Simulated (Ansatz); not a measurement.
```xyz
9

N    -1.054   -1.054    0.520
C    -0.266   -0.137    0.913
Si    0.713    0.691   -0.480
O     0.214   -0.073   -1.838
H    -1.574   -1.488    1.285
H    -0.172    0.140    1.972
H     2.171    0.519   -0.246
H     0.413    2.147   -0.515
H    -0.444   -0.747   -1.612
```

Total charge 0; spin multiplicity 1.

(1) List the r2SCAN/def2-TZVPP orbital energies in eV (the Gaussian-basis code of Ansatz). (Best estimate.)

## Answers

(1) The calculation gave: Occupied: -1791.38, -515.55, -385.78, -274.42, -141.77, -96.66, -96.62, -96.61, -26.21, -24.09, -16.20, -13.80, -13.29, -11.81, -9.79, -9.60, -8.66, -8.63, -7.45, -6.67. Lowest empty: -2.07, -0.06, 0.99, 1.43, 2.09, 2.87, 3.04, 3.37.
